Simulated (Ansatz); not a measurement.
Consider the isomerisation: `CBO[SiH](O)F` → `B[Si](O)(F)OC`.

Gas-phase electronic energies from Ansatz, PBE0-D4/def2-TZVP geometries. CCSD(T)/CBS is the MP2 limit (def2-TZVPP, def2-QZVPP) plus CCSD(T) − MP2 in def2-TZVPP, frozen cores. Functionals use def2-TZVPP. B3LYP here is the variant with VWN-RPA as its local correlation; programs differ in this. Each species was taken in one conformer, which may not be the lowest.

Q: Is it downhill or uphill in electronic energy at CCSD(T)/CBS, and by how much? (Best estimate.)

A: Computed: Uphill: ΔE = +2.85 eV.

Q: What do these levels give: PBE-D4, B3LYP-D4, ωB97X-V, ωB97M-V, B2PLYP, PBE, r2SCAN, SCS-MP2/def2-TZVPP, HF/def2-QZVPP, MP2/def2-QZVPP, SCS-MP2/def2-QZVPP, HF/CBS(def2)? (An estimate is asked.)

A: Computed: PBE-D4 2.75, B3LYP-D4 2.81, ωB97X-V 2.76, ωB97M-V 2.88, B2PLYP 2.88, PBE 2.77, r2SCAN 2.89, SCS-MP2/def2-TZVPP 2.87, HF/def2-QZVPP 2.85, MP2/def2-QZVPP 2.96, SCS-MP2/def2-QZVPP 2.89, HF/CBS(def2) 2.85 eV.

Largest T1 diagnostic among the species: 0.012.

From PBE to PBE0 (25 % exact exchange), in def2-TZVPP and without D4, ΔE moves by +0.04 eV. The D4 term adds −0.03 eV with B3LYP and −0.02 eV with PBE0; it sums over pairs of atoms, weighted by their polarisabilities, and B3LYP, whose exchange is more repulsive, gets the larger term.
